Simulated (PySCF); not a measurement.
Species: C₅H₇NSi.
Geometry (PBE0-D3(BJ)/def2-SVP, Å), atoms numbered from 1 in this order:
```
atom  x, y, z in Å
Si1    2.3081    0.1525    0.1068
C2     0.4309    0.0490   -0.0056
C3    -0.3680    1.2002    0.0304
C4    -1.7537    1.0729   -0.0507
N5    -2.3798   -0.0961   -0.1623
C6    -1.6301   -1.1931   -0.1971
C7    -0.2362   -1.1760   -0.1233
H8     2.7206    0.7095    1.4309
H9     2.8377    1.0535   -0.9612
H10    2.8856   -1.2145   -0.0561
H11    0.0747    2.1966    0.1192
H12   -2.3888    1.9663   -0.0242
H13   -2.1625   -2.1473   -0.2891
H14    0.3166   -2.1186   -0.1592
```

Method used: core-valence-separated Tamm–Dancoff BHandHLYP/aug-pcX-1 (pcseg-1 on H, def2-SVPD on Si) in PySCF, non-relativistic, gas phase, PBE0-D3(BJ)/def2-SVP geometry. Absolute energies from this functional tend to lie a few eV below measured edges; no shift was applied.

The lowest roots of each edge with f over 0.003 (five at most, numbered afresh; weaker and dark ones are left out), with transition dipoles (au) in the frame of the coordinates:

| root | edge | E (eV) | μx | μy | μz |
| --- | --- | --- | --- | --- | --- |
| 1 | C | 282.49 | -0.0048 | -0.0060 | 0.0882 |
| 2 | C | 282.93 | -0.0043 | -0.0053 | 0.0822 |
| 3 | C | 282.96 | 0.0051 | 0.0068 | -0.0981 |
| 4 | C | 283.28 | -0.0048 | -0.0062 | 0.0918 |
| 5 | C | 283.32 | 0.0057 | 0.0072 | -0.1072 |
| 6 | N | 396.32 | -0.0042 | -0.0053 | 0.0783 |
| 7 | N | 401.97 | 0.0177 | 0.0013 | 0.0014 |

**Question.** What are the oscillator strengths?

**Answer.** f = (2/3) ΔE |μ|², with ΔE in hartree (27.2114 eV):

```tsv
root	ΔE (Eh)	|μ|² (au)	f	core hole on
1	10.3812	0.007838	0.054	C2
2	10.3975	0.006803	0.047	C3
3	10.3986	0.009696	0.067	C7
4	10.4102	0.008489	0.059	C6
5	10.4118	0.011576	0.080	C4
6	14.5646	0.006177	0.060	N5
7	14.7722	0.000317	0.003	N5
```

**Question.** Molecules are fixed in this frame and the field points along (0, 1, 1)/√2. What effective strengths 3 f cos²θ do the roots have (θ between field and μ)?

**Answer.** root 1 (C2): 0.070, root 2 (C3): 0.062, root 3 (C7): 0.087, root 4 (C6): 0.076, root 5 (C4): 0.104, root 6 (N5): 0.078, root 7 (N5): 0.000. Root 5 is the strongest. Averaged over all orientations cos²θ is 1/3, which gives f back.

